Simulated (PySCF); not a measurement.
# Computed properties of sulfur hexafluoride (F6S), SMILES FS(F)(F)(F)(F)F

sulfur hexafluoride (F₆S), SMILES FS(F)(F)(F)(F)F. Geometry: TPSSh-D3(BJ)/def2-SVP. One conformer was computed; it need not be the lowest. All values are computed for the isolated molecule unless a solvent is named; none is compared with measurement here.

**Structure.** The optimised structure has Oh symmetry. All 15 harmonic modes at TPSSh-D3(BJ)/def2-SVP (PySCF) are real, so it is a minimum. With heavy atoms numbered as in [F:1][S:2]([F:3])([F:4])([F:5])([F:6])[F:7], the shortest bond between them is F1–S2 at 1.594 Å and the longest S2–F7 at 1.594 Å.

**Vibrations.** The strongest infrared lines (harmonic, unscaled, degenerate partners summed) lie at 1006 cm⁻¹ (1263 km/mol, S 64 %, F 36 %), 582 cm⁻¹ (101 km/mol, F 86 %, S 14 %). The softest mode is at 332 cm⁻¹ and the zero-point energy is 13.3 kcal/mol.

**Electronic structure.** CAM-B3LYP/def2-TZVP (PySCF) places the frontier levels at -14.05 and -0.96 eV, a gap of 13.09 eV, and gives a dipole moment of 0.00 D and a mean polarisability of 26.9 bohr³.

**Excitations.** TDA-PBE0/def2-SVPD (PySCF) has S1 at 8.12 eV (153 nm, f = 0.000, dark); the most intense of the 10 singlets computed lies at 9.53 eV (f = 0.20). Strengths of degenerate partners are summed. T1 (TDA) is at 7.61 eV, 0.51 eV under S1. No vertical singlet excitation falls in the visible range (under 3.1 eV).

**NMR.** GIAO shifts at B3LYP/pcSseg-1 (PySCF) (non-relativistic, atoms alike by connectivity averaged): ¹⁹F at 98.8 ppm against CFCl3.
